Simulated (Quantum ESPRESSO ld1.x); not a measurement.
Values are calculated unless marked as measured or tabulated.
Task: Gd XXVIII, 37 electrons, occupied as [Kr] 4d1 (the NIST ground configuration). Level of theory: scalar-relativistic Kohn-Sham, LDA (Slater exchange, Perdew-Wang correlation), spin-polarised, spherical densities, point nucleus; open shells are filled with parallel spins first (ld1.x of Quantum ESPRESSO 7.5). Some entries of the table are withheld. Estimate them.

orbital  occ.  eigenvalue (hartree)  <1/r> (bohr^-1)
1s up       1              -1873.12            71.61
1s down     1              -1873.12            71.61
2s up       1              -337.344            16.62
2s down     1              -337.313            16.62
2p up       3              -304.043            15.52
2p down     3              -304.018            15.52
3s up       1              -99.6705            6.150
3s down     1              -99.6487            6.151
3p up       3              -89.3496            5.791
3p down     3              -89.3266            5.792
3d up       5              -75.9147            5.503
3d down     5              -75.8860            5.504
4s up       1                   (1)            2.851
4s down     1                   (2)            2.850
4p up       3              -38.6421            2.688
4p down     3              -38.5569            2.688
4d up       1                   (3)            2.507
4d down     0                   (4)            2.507

Result: 
(1) 4s up eigenvalue (hartree): -42.3955
(2) 4s down eigenvalue (hartree): -42.3094
(3) 4d up eigenvalue (hartree): -33.5911
(4) 4d down eigenvalue (hartree): -33.5066
